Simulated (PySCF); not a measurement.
methyl 2-iodoprop-2-enoate (C4H5IO2), SMILES C(I)(=C)C(=O)OC.

Geometry optimised at PBE-D3(BJ)/def2-SVP. The def2 effective core potentials stand for the cores of I; spin–orbit coupling is left out. Other conformers were not sampled.

The numbers are results of PBE-D3(BJ)/def2-SVP (PySCF), not measurements.

Frequencies are harmonic and unscaled.

| mode | ν (cm⁻¹) | IR (km/mol) | moving atoms (share of kinetic energy) |
|---|---|---|---|
| 1 | 54 | 2.7 | O 55 %, C 29 %, H 14 % |
| 2 | 106 | 1.0 | H 90 % |
| 3 | 127 | 0.6 | C 45 %, I 25 %, O 19 %, H 12 % |
| 4 | 150 | 3.9 | O 41 %, C 34 %, H 25 % |
| 5 | 273 | 4.2 | O 38 %, C 37 %, H 16 %, I 9 % |
| 6 | 304 | 0.0 | C 55 %, H 23 %, I 16 % |
| 7 | 367 | 14.1 | O 61 %, C 25 %, H 11 % |
| 8 | 369 | 0.3 | C 76 %, O 15 %, H 9 % |
| 9 | 500 | 8.0 | C 75 %, O 13 %, H 11 % |
| 10 | 636 | 7.8 | H 78 %, C 17 % |
| 11 | 684 | 33.7 | C 45 %, O 29 %, H 25 % |
| 12 | 782 | 13.3 | C 68 %, H 23 %, O 8 % |
| 13 | 857 | 4.5 | O 51 %, H 29 %, C 20 % |
| 14 | 916 | 25.8 | H 72 %, C 28 % |
| 15 | 1016 | 5.1 | C 54 %, O 32 %, H 15 % |
| 16 | 1080 | 99.0 | C 52 %, H 34 %, O 14 % |
| 17 | 1127 | 0.2 | H 76 %, C 19 % |
| 18 | 1162 | 9.6 | H 58 %, C 26 %, O 17 % |
| 19 | 1254 | 354.2 | C 67 %, O 20 %, H 13 % |
| 20 | 1328 | 75.1 | H 84 %, C 16 % |
| 21 | 1402 | 9.7 | H 97 % |
| 22 | 1402 | 32.6 | H 83 %, C 11 % |
| 23 | 1420 | 4.7 | H 92 % |
| 24 | 1618 | 50.5 | C 92 % |
| 25 | 1761 | 125.2 | C 64 %, O 35 % |
| 26 | 2978 | 27.3 | H 97 % |
| 27 | 3067 | 11.5 | H 90 %, C 10 % |
| 28 | 3083 | 1.2 | H 95 % |
| 29 | 3116 | 6.7 | H 90 %, C 10 % |
| 30 | 3200 | 1.2 | H 89 %, C 11 % |
